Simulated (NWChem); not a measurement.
System: GeH2F2; SMILES [F][GeH2][F]

Input file for NWChem:

```
start job
memory heap 200 mb stack 900 mb global 1100 mb
geometry units angstroms noautoz
  Ge     0.000000     0.000000    -0.298583
  F     -1.372145     0.000000     0.753147
  F      1.372145     0.000000     0.753147
  H      0.000000     1.318576    -1.072511
  H      0.000000    -1.318576    -1.072511
end
basis spherical
  * library def2-svp
end
dft
  xc xpbe96 cpbe96
  iterations 150
  vectors input atomic output neutral.movecs
end
task dft energy
charge 1
dft
  odft
  mult 2
  vectors input atomic output cation.movecs
end
task dft energy
```

Parts of the log:

```
             Northwest Computational Chemistry Package (NWChem) 7.3.0
             --------------------------------------------------------

 C2V symmetry detected

                             Geometry "geometry" -> ""
                             -------------------------

 Output coordinates in angstroms (scale by  1.889725989 to convert to a.u.)

  No.       Tag          Charge          X              Y              Z
 ---- ---------------- ---------- -------------- -------------- --------------
    1 Ge                  32.0000     0.00000000     0.00000000    -0.33429392
    2 F                    9.0000    -1.37214500     0.00000000     0.71743608
    3 F                    9.0000     1.37214500     0.00000000     0.71743608
    4 H                    1.0000     0.00000000     1.31857600    -1.10822192
    5 H                    1.0000     0.00000000    -1.31857600    -1.10822192

 Effective nuclear repulsion energy (a.u.)     221.5006029750

      Symmetry information
      --------------------

 Group name             C2v
 Group number             16
 Group order               4
 No. of unique centers     3

  pbe96 is a nonlocal functional; adding pw91lda local functional.

                                 NWChem DFT Module
                                 -----------------

 Summary of "ao basis" -> "ao basis" (spherical)
 ------------------------------------------------------------------------------
       Tag                 Description            Shells   Functions and Types
 ---------------- ------------------------------  ------  ---------------------
 Ge                         def2-svp                12       32   5s4p3d
 F                          def2-svp                 6       14   3s2p1d
 H                          def2-svp                 3        5   2s1p

      Symmetry analysis of basis
      --------------------------

        a1         29
        a2          8
        b1         18
        b2         15

            General Information
            -------------------
          SCF calculation type: DFT
          Wavefunction type:  closed shell.
          No. of atoms     :     5
          No. of electrons :    52
           Alpha electrons :    26
            Beta electrons :    26
          Charge           :     0
          Spin multiplicity:     1
          Use of symmetry is: on ; symmetry adaption is: on
          Maximum number of iterations: 150
          AO basis - number of functions:    70
                     number of shells:    30
          Convergence on energy requested:  1.00D-06
          Convergence on density requested:  1.00D-05
          Convergence on gradient requested:  5.00D-04

              XC Information
              --------------
          PerdewBurkeErnzerhof Exchange Functional  1.000
            Perdew 1991 LDA Correlation Functional  1.000 local
           PerdewBurkeErnz. Correlation Functional  1.000 non-local

             Grid Information
             ----------------
          Grid used for XC integration:  medium
          Radial quadrature: Mura-Knowles
          Angular quadrature: Lebedev.
          Tag              B.-S. Rad. Rad. Pts. Rad. Cut. Ang. Pts.
          ---              ---------- --------- --------- ---------
          Ge                  1.25      112           7.0       590
          F                   0.50       49           8.0       434
          H                   0.35       45           8.0       434
          Grid pruning is: on
          Number of quadrature shells:   206
          Spatial weights used:  Erf1

      Superposition of Atomic Density Guess
      -------------------------------------

 Sum of atomic energies:       -2274.62707111

      Non-variational initial energy
      ------------------------------

 Total energy =   -2274.887827
 1-e energy   =   -3615.602524
 2-e energy   =    1119.214094
 HOMO         =      -0.401811
 LUMO         =       0.060498

      Symmetry analysis of molecular orbitals - initial
      -------------------------------------------------

  Numbering of irreducible representations:

     1 a1          2 a2          3 b1          4 b2

  Orbital symmetries:

     1 a1          2 a1          3 b2          4 a1          5 b1
     6 a1          7 b1          8 a1          9 b2         10 a1
    11 b1         12 a1         13 b1         14 b2         15 a2
    16 a1         17 a1         18 b1         19 a1         20 b1
    21 b2         22 a1         23 a2         24 b1         25 a1
    26 b2         27 a1         28 b1         29 a1         30 b2
    31 a1         32 b2         33 a1         34 b1         35 a2
    36 a1

   convergence    iter        energy       DeltaE   RMS-Dens  Diis-err
 ---------------- ----- ----------------- --------- --------- ---------
 d= 0,ls=0.0,diis     1  -2276.9052842743 -2.50D+03  3.36D-02  9.39D-01
 d= 0,ls=0.0,diis     2  -2276.5045882240  4.01D-01  2.06D-02  5.63D+00
 d= 0,ls=0.0,diis     3  -2277.0200821193 -5.15D-01  1.72D-03  2.99D-02
 d= 0,ls=0.0,diis     4  -2277.0218946437 -1.81D-03  2.47D-04  3.47D-03
 d= 0,ls=0.0,diis     5  -2277.0220392096 -1.45D-04  1.64D-04  2.72D-04
  Resetting Diis
 d= 0,ls=0.0,diis     6  -2277.0220566089 -1.74D-05  2.41D-05  1.52D-06
 d= 0,ls=0.0,diis     7  -2277.0220568819 -2.73D-07  8.11D-06  6.42D-08

         Total DFT energy =    -2277.022056881945
      One electron energy =    -3614.957925838093
           Coulomb energy =     1216.670826684245
    Exchange-Corr. energy =     -100.235560703102
 Nuclear repulsion energy =      221.500602975006

 Numeric. integr. density =       52.000001292436

                  Occupations of the irreducible representations
                  ----------------------------------------------

                     irrep           alpha         beta
                     --------     --------     --------
                     a1               12.0         12.0
                     a2                2.0          2.0
                     b1                7.0          7.0
                     b2                5.0          5.0

                       DFT Final Molecular Orbital Analysis
                       ------------------------------------

 Vector   24  Occ=2.000000D+00  E=-3.368313D-01  Symmetry=a2
              MO Center=  1.1D-15,  3.6D-14,  6.9D-01, r^2= 2.3D+00
   Bfn.  Coefficient  Atom+Function         Bfn.  Coefficient  Atom+Function
  ----- ------------  ---------------      ----- ------------  ---------------
    37      0.469227  2 F  py                51     -0.469227  3 F  py
    40     -0.325561  2 F  py                54      0.325561  3 F  py
    28      0.076176  1 Ge d -2              18     -0.062818  1 Ge d -2

 Vector   25  Occ=2.000000D+00  E=-3.316341D-01  Symmetry=b1
              MO Center= -3.7D-14,  2.9D-15,  6.7D-01, r^2= 2.4D+00
   Bfn.  Coefficient  Atom+Function         Bfn.  Coefficient  Atom+Function
  ----- ------------  ---------------      ----- ------------  ---------------
    36      0.381464  2 F  px                50      0.381464  3 F  px
    38      0.282816  2 F  pz                52     -0.282816  3 F  pz
    39     -0.263974  2 F  px                53     -0.263974  3 F  px
    41     -0.196433  2 F  pz                55      0.196433  3 F  pz
    15     -0.101118  1 Ge px                21      0.054982  1 Ge d  1

 Vector   26  Occ=2.000000D+00  E=-3.023340D-01  Symmetry=b2
              MO Center= -3.2D-14,  6.4D-16, -2.2D-01, r^2= 3.1D+00
   Bfn.  Coefficient  Atom+Function         Bfn.  Coefficient  Atom+Function
  ----- ------------  ---------------      ----- ------------  ---------------
    37      0.336227  2 F  py                51      0.336227  3 F  py
    61      0.275868  4 H  s                 66     -0.275868  5 H  s
    62      0.261445  4 H  s                 67     -0.261445  5 H  s
    40     -0.230136  2 F  py                54     -0.230136  3 F  py
    13      0.206486  1 Ge py                10     -0.116053  1 Ge py

 Vector   27  Occ=0.000000D+00  E=-2.089889D-02  Symmetry=b1
              MO Center=  1.1D-13, -3.1D-15, -5.8D-01, r^2= 3.2D+00
   Bfn.  Coefficient  Atom+Function         Bfn.  Coefficient  Atom+Function
  ----- ------------  ---------------      ----- ------------  ---------------
    15      0.883276  1 Ge px                12      0.366380  1 Ge px
    35      0.286186  2 F  s                 49     -0.286186  3 F  s
     9     -0.201635  1 Ge px                38      0.193721  2 F  pz
    52     -0.193721  3 F  pz                41     -0.171353  2 F  pz
    55      0.171353  3 F  pz                31      0.148386  1 Ge d  1

 Vector   28  Occ=0.000000D+00  E=-1.541632D-02  Symmetry=a1
              MO Center= -1.4D-13,  6.0D-15, -1.9D-01, r^2= 3.2D+00
   Bfn.  Coefficient  Atom+Function         Bfn.  Coefficient  Atom+Function
  ----- ------------  ---------------      ----- ------------  ---------------
     4      0.877574  1 Ge s                  5      0.694817  1 Ge s
    62     -0.500592  4 H  s                 67     -0.500592  5 H  s
     3     -0.411675  1 Ge s                 17      0.354403  1 Ge pz
    35     -0.297921  2 F  s                 49     -0.297921  3 F  s
    36      0.236781  2 F  px                50     -0.236781  3 F  px

 Vector   29  Occ=0.000000D+00  E= 3.250616D-03  Symmetry=a1
              MO Center=  5.9D-15,  1.9D-14, -7.7D-01, r^2= 3.4D+00
   Bfn.  Coefficient  Atom+Function         Bfn.  Coefficient  Atom+Function
  ----- ------------  ---------------      ----- ------------  ---------------
    17      1.007425  1 Ge pz                62      0.905364  4 H  s
    67      0.905364  5 H  s                  5     -0.761313  1 Ge s
     4     -0.457765  1 Ge s                 14      0.344802  1 Ge pz
    61      0.189952  4 H  s                 66      0.189952  5 H  s
     3      0.176266  1 Ge s                 11     -0.172812  1 Ge pz

     Multipole analysis of the density
     ---------------------------------

[...]
```

Level: PBE/def2-SVP, vertical spin-unrestricted ions. The geometry was optimised at PBE0/def2-SVP.
